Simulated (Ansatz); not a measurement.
Born–Oppenheimer molecular dynamics of Cl$_{4}$FH$_{3}$OW (10 atoms, charge 0, multiplicity 1). It starts at the highest image of a converged band, a first-order saddle point between two minima.

These are results of RHF/def2-SVP in Ansatz 0.2.0, not measurements.

| Item | Value |
| --- | --- |
| ensemble | NVE (velocity Verlet) |
| time step | 0.5 fs |
| steps asked | 200 |
| starting velocities drawn for | 300 K |
| seed | 10333 |

Frames 5 fs apart, positions in Å, forces in eV/Å.

Velocities at 25 fs (Å/ps):

```
W -0.26 -0.72 0.12
H 22.78 -0.85 -0.93
Cl 0.58 0.28 0.43
Cl 0.10 0.95 0.27
Cl -0.77 -1.49 -1.07
F -2.46 0.69 -0.06
Cl 0.06 1.61 -0.02
O 5.95 5.97 -0.61
H -8.94 -0.39 -18.15
H -13.36 -22.41 21.35
```

```xyz
10
Properties=species:S:1:pos:R:3:forces:R:3 time_fs=25 energy_less_start_eV=0.117 T=188
W -0.168 -0.716 -0.178 0.25 -0.69 -0.44
H -0.407 0.597 0.845 0.04 0.82 0.67
Cl 2.323 -0.357 -0.336 0.23 0.27 0.32
Cl 1.322 3.413 1.015 0.37 0.49 -0.23
Cl -2.443 -1.192 0.031 -0.83 -0.07 0.02
F 0.146 -2.208 0.840 0.37 0.04 0.03
Cl -0.401 0.190 -2.262 0.04 0.10 -0.18
O 1.567 1.825 1.473 -1.64 -1.28 0.02
H 2.265 1.293 0.972 -0.62 0.25 -0.24
H 0.619 1.315 1.292 1.80 0.08 0.04
10
Properties=species:S:1:pos:R:3:forces:R:3 time_fs=30 energy_less_start_eV=0.011 T=289
W -0.169 -0.720 -0.178 -0.01 0.44 0.20
H -0.293 0.667 0.911 -0.19 -0.55 -0.23
Cl 2.326 -0.354 -0.333 0.14 0.32 0.28
Cl 1.323 3.420 1.015 -0.10 0.54 -0.26
Cl -2.450 -1.200 0.026 -0.69 -0.01 0.01
F 0.136 -2.205 0.840 0.40 -0.15 0.11
Cl -0.401 0.199 -2.262 0.04 0.05 -0.10
O 1.585 1.843 1.471 0.24 -1.16 0.34
H 2.174 1.321 0.856 0.38 0.02 -0.25
H 0.747 1.252 1.387 -0.20 0.50 -0.10
10
Properties=species:S:1:pos:R:3:forces:R:3 time_fs=35 energy_less_start_eV=0.069 T=233
W -0.170 -0.724 -0.177 -0.17 0.50 0.17
H -0.227 0.641 0.945 -0.37 -0.66 -0.34
Cl 2.331 -0.350 -0.328 0.10 0.44 0.21
Cl 1.324 3.429 1.014 -0.33 0.37 0.00
Cl -2.461 -1.207 0.021 -0.50 0.04 -0.01
F 0.131 -2.204 0.842 0.42 -0.25 0.16
Cl -0.400 0.207 -2.264 0.03 0.04 -0.01
O 1.611 1.847 1.471 1.42 -0.88 -0.95
H 2.129 1.366 0.716 -0.05 -0.06 0.85
H 0.800 1.245 1.462 -0.55 0.47 -0.08
10
Properties=species:S:1:pos:R:3:forces:R:3 time_fs=40 energy_less_start_eV=0.084 T=219
W -0.172 -0.727 -0.176 -0.15 -0.87 -0.86
H -0.241 0.504 0.933 -0.21 0.94 0.78
Cl 2.336 -0.342 -0.321 0.01 0.32 0.13
Cl 1.323 3.442 1.013 0.09 0.02 0.08
Cl -2.476 -1.215 0.015 -0.34 0.08 -0.03
F 0.132 -2.205 0.845 0.42 -0.22 0.14
Cl -0.399 0.216 -2.265 0.03 0.07 0.05
O 1.653 1.840 1.461 -2.05 -0.01 0.35
H 2.108 1.375 0.718 0.60 -0.86 -0.36
H 0.737 1.319 1.504 1.60 0.53 -0.29
10
Properties=species:S:1:pos:R:3:forces:R:3 time_fs=45 energy_less_start_eV=-0.001 T=300
W -0.173 -0.730 -0.177 -0.80 0.02 0.35
H -0.305 0.512 1.039 -0.06 -0.22 -0.49
Cl 2.341 -0.333 -0.314 0.10 0.59 0.35
Cl 1.322 3.454 1.012 0.48 -0.48 0.02
Cl -2.493 -1.222 0.010 -0.04 0.10 -0.09
F 0.137 -2.209 0.850 0.44 -0.06 -0.03
Cl -0.398 0.226 -2.266 0.07 0.03 0.15
O 1.683 1.835 1.451 1.34 1.12 -0.84
H 2.176 1.231 0.712 -0.28 0.07 0.34
H 0.825 1.428 1.504 -1.24 -1.17 0.25
10
Properties=species:S:1:pos:R:3:forces:R:3 time_fs=50 energy_less_start_eV=0.062 T=241
W -0.176 -0.734 -0.176 -1.19 0.04 0.55
H -0.380 0.501 1.062 0.20 -0.31 -0.59
Cl 2.347 -0.319 -0.304 0.08 0.62 0.57
Cl 1.325 3.463 1.012 0.57 -0.97 -0.06
Cl -2.510 -1.228 0.004 0.25 0.12 -0.12
F 0.149 -2.214 0.854 0.40 0.14 -0.20
Cl -0.396 0.235 -2.266 0.11 -0.06 0.31
O 1.719 1.842 1.432 -1.92 -1.00 -0.07
H 2.209 1.091 0.741 -0.18 0.63 -0.26
H 0.812 1.362 1.533 1.67 0.78 -0.12
10
Properties=species:S:1:pos:R:3:forces:R:3 time_fs=55 energy_less_start_eV=-0.017 T=315
W -0.180 -0.738 -0.176 -1.18 -1.07 -0.53
H -0.415 0.437 0.965 0.09 0.65 0.40
Cl 2.354 -0.301 -0.290 0.09 0.62 0.57
Cl 1.331 3.466 1.011 0.38 -1.11 -0.02
Cl -2.525 -1.233 -0.003 0.39 0.11 -0.12
F 0.165 -2.217 0.857 0.36 0.21 -0.17
Cl -0.394 0.245 -2.264 0.13 -0.04 0.32
O 1.743 1.843 1.409 0.34 0.21 -0.08
H 2.209 1.079 0.712 0.17 0.27 -0.66
H 0.939 1.347 1.582 -0.76 0.14 0.30
10
Properties=species:S:1:pos:R:3:forces:R:3 time_fs=60 energy_less_start_eV=-0.135 T=429
W -0.186 -0.744 -0.176 -1.40 -0.56 -0.27
H -0.424 0.496 0.933 0.14 0.18 0.11
Cl 2.361 -0.279 -0.273 0.15 0.80 0.34
Cl 1.340 3.462 1.010 0.29 -0.83 0.09
Cl -2.538 -1.238 -0.011 0.56 0.10 -0.11
F 0.186 -2.218 0.857 0.29 0.25 -0.17
Cl -0.391 0.254 -2.260 0.16 -0.12 0.37
O 1.768 1.847 1.386 -0.26 0.52 -0.17
H 2.232 1.123 0.551 -0.26 -0.61 0.01
H 0.957 1.382 1.662 0.32 0.26 -0.18
10
Properties=species:S:1:pos:R:3:forces:R:3 time_fs=65 energy_less_start_eV=-0.260 T=551
W -0.193 -0.750 -0.176 -1.92 0.44 0.29
H -0.402 0.593 0.926 0.18 -0.82 -0.57
Cl 2.369 -0.252 -0.253 0.24 0.50 -0.09
Cl 1.351 3.452 1.009 0.22 -0.20 0.02
Cl -2.547 -1.242 -0.020 0.74 0.09 -0.09
F 0.210 -2.215 0.854 0.28 0.23 -0.14
Cl -0.387 0.262 -2.253 0.20 -0.21 0.41
O 1.793 1.860 1.359 -2.02 0.41 1.21
H 2.213 1.022 0.369 0.24 -1.17 -0.18
H 0.967 1.444 1.748 1.83 0.73 -0.85
10
Properties=species:S:1:pos:R:3:forces:R:3 time_fs=70 energy_less_start_eV=-0.096 T=394
W -0.203 -0.755 -0.176 -1.89 -0.77 -0.98
H -0.340 0.539 0.815 -0.03 0.45 0.52
Cl 2.380 -0.226 -0.236 1.06 -4.82 -2.45
Cl 1.363 3.440 1.008 -0.08 0.81 -0.17
Cl -2.551 -1.245 -0.029 0.75 0.09 -0.04
F 0.239 -2.210 0.851 0.29 0.11 0.04
Cl -0.381 0.269 -2.244 0.21 -0.17 0.33
O 1.808 1.888 1.341 2.92 2.21 -0.95
H 2.218 0.856 0.234 -0.15 3.79 1.64
H 1.106 1.530 1.766 -3.09 -1.70 2.06
10
Properties=species:S:1:pos:R:3:forces:R:3 time_fs=75 energy_less_start_eV=-0.074 T=373
W -0.216 -0.762 -0.177 -0.93 -0.34 -0.76
H -0.285 0.563 0.805 -0.14 0.28 0.46
Cl 2.396 -0.221 -0.231 0.11 1.04 -0.04
Cl 1.375 3.435 1.007 -0.60 2.48 -0.53
Cl -2.550 -1.248 -0.038 0.53 0.02 0.00
F 0.270 -2.203 0.847 0.12 0.02 0.11
Cl -0.374 0.274 -2.232 0.10 -0.10 0.17
O 1.830 1.929 1.331 -1.58 -2.33 2.56
H 2.235 1.145 0.326 0.08 -2.04 -0.09
H 1.101 1.503 1.912 2.30 0.97 -1.88
10
Properties=species:S:1:pos:R:3:forces:R:3 time_fs=80 energy_less_start_eV=-0.311 T=599
W -0.230 -0.768 -0.179 -0.67 1.08 0.53
H -0.262 0.632 0.887 -0.15 -1.12 -0.64
Cl 2.413 -0.212 -0.227 0.18 0.44 -0.06
Cl 1.383 3.446 1.002 -0.79 2.13 -0.37
Cl -2.546 -1.250 -0.048 0.40 -0.05 0.01
F 0.304 -2.196 0.845 0.02 0.03 0.02
Cl -0.366 0.279 -2.219 0.07 -0.07 0.06
O 1.851 1.951 1.342 2.14 -0.55 -0.14
H 2.279 1.045 0.395 0.16 -1.36 -0.51
H 1.274 1.510 1.917 -1.35 -0.52 1.10
```

Of the whole run (100 fs, mean temperature of the second half 527 K): The conserved energy stayed within 0.49 meV per atom of its start (net change -0.21 meV per atom), so the integration is sound. The kinetic energy rose, since the run started high on the potential surface and went downhill. It ends in pieces (Cl3FH2W + ClHO), so much of that is their flight and rotation, not heat. A run of 0.1 ps of so small a system gives no equilibrium averages. The orbitals stay closed-shell, which can raise the energy where a bond breaks towards radicals; this wasn't checked here.

The run took 8.5 min on 4 threads of Arm Neoverse V2, on a shared host, peak memory 0.52 GiB.
